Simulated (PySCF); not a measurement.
`N#CSC1=CC=CC=C1`. Computed geometry: GFN2-xTB, gas phase.

```
atom  x, y, z in Å
N1     3.5181    0.2902    1.4377
C2     3.0713   -0.0346    0.4335
S3     2.4015   -0.5093   -1.0297
C4     0.6912   -0.2238   -0.5209
C5    -0.0451   -1.2779   -0.0102
C6    -1.3561   -1.0570    0.3753
C7    -1.9157    0.2032    0.2457
C8    -1.1675    1.2484   -0.2700
C9     0.1443    1.0396   -0.6600
H10    0.4014   -2.2557    0.0872
H11   -1.9379   -1.8725    0.7770
H12   -2.9383    0.3721    0.5473
H13   -1.6045    2.2300   -0.3714
H14    0.7364    1.8470   -1.0637
```

(1) What is the longest distance between nuclei?

(2) Work out the bond lengths C2–S3, C5–H10, C6–C7, C6–H11, C7–C8, C8–C9, C8–H13, C9–H14 in bohr.

(3) Where is the centre of mass (commonest isotopes), and what is the radius of gyration?

(4) Give the dihedral angles C5–C4–C9–C8, S3–C4–C5–H10, H11–C6–C7–H12, C7–C8–C9–H14, C6–C7–C8–C9, C9–C4–C5–C6.

(5) What are the angles N1–C2–S3, C5–C4–C9, C5–C6–H11, C7–C6–H11, C8–C7–H12, C6–C7–C8, C6–C7–H12, C9–C8–H13?

(6) What is the repulsion energy of the bare nuclei, Σ ZA·ZB/RAB?

(7) How far apart are these pairs, which share no bond: N1···C4, S3···H13, C4···C7, C5···C8, C7···H11, C8···H10, H10···H14?

(8) Write the matrix of distances between heavy atoms (Å, lower triangle).

Results:

(1) N1···H12, 6.52 Å; the next longest distance is 6.02 Å.

(2) For C2–S3 the difference vector is (-0.6698, -0.4747, -1.4632) Å, of length 1.6778 Å. 1 bohr = 0.529177 Å. C2–S3 3.171; C5–H10 2.040; C6–C7 2.617; C6–H11 2.040; C7–C8 2.617; C8–C9 2.616; C8–H13 2.039; C9–H14 2.040 bohr.

(3) Mass 135.014 u; centre at (0.842, -0.097, -0.131) Å; Rg = √(Σ m r²/M) = 2.190 Å. As Ia + Ib + Ic = 2 Σ m r², the three principal moments sum to 1294.7 u·Å².

(4) C5–C4–C9–C8 0° (synperiplanar); S3–C4–C5–H10 0° (synperiplanar); H11–C6–C7–H12 0° (synperiplanar); C7–C8–C9–H14 180° (antiperiplanar); C6–C7–C8–C9 0° (synperiplanar); C9–C4–C5–C6 0° (synperiplanar). Dihedral signs follow IUPAC: positive where, seen along the central bond, the front bond turns clockwise onto the rear one.

(5) From the scalar product of the two bond vectors; for N1–C2–S3 it is -1.9228 Å² over 1.1461 × 1.6778 Å², cos θ = -0.999948. N1–C2–S3 179.4°; C5–C4–C9 121.5°; C5–C6–H11 119.6°; C7–C6–H11 120.3°; C8–C7–H12 119.8°; C6–C7–C8 120.2°; C6–C7–H12 119.9°; C9–C8–H13 119.6°.

(6) 446.33 Eh over 91 pairs, with full nuclear charges and distances in bohr; the largest single term is 30.28 Eh (C2 with S3).

(7) N1···C4 3.477 Å (3 bonds apart); S3···H13 4.897 Å (4 bonds apart); C4···C7 2.751 Å (3 bonds apart); C5···C8 2.777 Å (3 bonds apart); C7···H11 2.143 Å (2 bonds apart); C8···H10 3.856 Å (4 bonds apart); H10···H14 4.274 Å (4 bonds apart).

(8) 
```
N1    0.000
C2    1.146  0.000
S3    2.824  1.678  0.000
C4    3.477  2.571  1.807  0.000
C5    4.154  3.384  2.760  1.384  0.000
C6    5.167  4.544  4.049  2.385  1.384  0.000
C7    5.564  4.996  4.558  2.751  2.400  1.385  0.000
C8    5.078  4.484  4.050  2.384  2.777  2.401  1.385  0.000
C9    4.043  3.304  2.762  1.384  2.414  2.778  2.401  1.384  0.000
```

No frequency check. One conformer, not necessarily the lowest.
